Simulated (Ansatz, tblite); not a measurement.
Cost and result up the ladder for BMe3 (C₃H₉B) (13 atoms). The state is a singlet with charge 0. Geometry: r2SCAN-D4/def2-SVP.

```xyz
13

B    -0.0004   -0.0010   -0.0039
C    -1.0358   -1.1208    0.3911
H    -0.7827   -1.5155    1.3933
H    -0.9214   -1.9895   -0.2839
H    -2.0940   -0.8167    0.3946
C     1.5391   -0.3328   -0.0509
H     2.0818    0.3444    0.6355
H     1.9410   -0.0897   -1.0523
H     1.8144   -1.3703    0.1941
C    -0.5036    1.4527   -0.3437
H     0.2786    2.1838   -0.6005
H    -1.0901    1.8500    0.5060
H    -1.2270    1.4055   -1.1794
```

Ansatz on 4 threads of Arm Neoverse V1 on a shared host; xTB runs through tblite on one thread. Times are rough, summed over both states, and most runs start from the orbitals of an earlier one. PBE0-D4/def2-TZVP serves as the yardstick here, not as an exact answer. The other state is a triplet.

The xTB rows come from tblite.

Run but left out: PBE-D4/def2-TZVP (triplet: an occupied level 0.11 eV above an empty one).

xTB has no spin-polarisation term.

```
                          level  functions  wall time  vertical triplet (eV)  difference from PBE0-D4/def2-TZVP (eV)
                       GFN2-xTB         25    0.006 s                   5.40                                   -0.48
                       GFN1-xTB         34     0.01 s                   5.64                                   -0.24
PBE0-D4/def2-TZVP (with forces)        178       11 s                   5.88                                    0.00
            r2SCAN-D4/def2-TZVP        178       13 s                   5.66                                   -0.22
```
